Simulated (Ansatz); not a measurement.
Cartesian coordinates in Å:
```
B -0.149 0.738 -1.797
Si -0.505 0.096 0.064
C 0.513 0.913 1.418
B -0.132 -1.904 -0.100
F 0.980 -2.415 0.406
H 0.848 1.336 -2.083
H -0.904 0.469 -2.686
H -1.969 0.203 0.353
H 1.579 0.786 1.217
H 0.298 0.475 2.395
H 0.305 1.984 1.473
H -0.864 -2.679 -0.659
```

Total charge 0; spin multiplicity 1.

(1) List the r2SCAN/def2-TZVPP orbital energies in eV (the Gaussian-basis code of Ansatz). (Best estimate.)

Answers

(1) Ansatz gave: Occupied: -1790.27, -666.89, -272.73, -182.07, -180.79, -140.81, -95.67, -95.66, -95.64, -32.23, -18.22, -14.57, -13.66, -12.10, -11.87, -11.68, -10.52, -10.33, -10.00, -9.00, -8.05, -7.53, -6.62. Lowest empty: -3.28, -1.60, 0.20, 1.70, 1.90, 2.12, 2.27, 2.56.
